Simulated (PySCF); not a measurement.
Geometry:
| atom | x (Å) | y (Å) | z (Å) |
| --- | --- | --- | --- |
| Si1 | -1.603 | -0.913 | -0.839 |
| Cl2 | -3.211 | -1.825 | -1.696 |
| S3 | -0.626 | 0.117 | -2.433 |
| Si4 | 1.019 | 1.023 | -1.416 |
| Cl5 | 2.042 | 2.053 | -2.847 |
| S6 | 0.417 | 2.482 | 0.023 |
| Si7 | -0.633 | 1.277 | 1.441 |
| Cl8 | -1.270 | 2.573 | 2.880 |
| S9 | -2.409 | 0.400 | 0.641 |
| S10 | 0.624 | -0.129 | 2.447 |
| Si11 | 1.212 | -1.401 | 0.832 |
| Cl12 | 2.437 | -2.810 | 1.654 |
| S13 | -0.423 | -2.490 | -0.010 |
| S14 | 2.405 | -0.402 | -0.634 |

Geometry: PBE0-D3(BJ)/def2-SVP; GIAO absolute shieldings from PySCF, gas phase, non-relativistic, averaged over equivalent atoms.

At PBE0/pcSseg-1 (336 basis functions):
```csv
atoms,σ (ppm)
Si1/Si4/Si7/Si11,316.8
Cl2/Cl5/Cl8/Cl12,794.5
S3/S6/S9/S10/S13/S14,503.1
```

**Question.** Estimate the result of repeating the calculation with wB97X-D/pcSseg-1.

**Answer.** 
```
               atoms  σ at wB97X-D/pcSseg-1  change
    Si1/Si4/Si7/Si11                  311.1    -5.7
    Cl2/Cl5/Cl8/Cl12                  804.7   +10.2
S3/S6/S9/S10/S13/S14                  514.4   +11.3
```

The largest change is at S3/S6/S9/S10/S13/S14 (sulfur bonded to 2 Si). Cost: 336 basis functions.
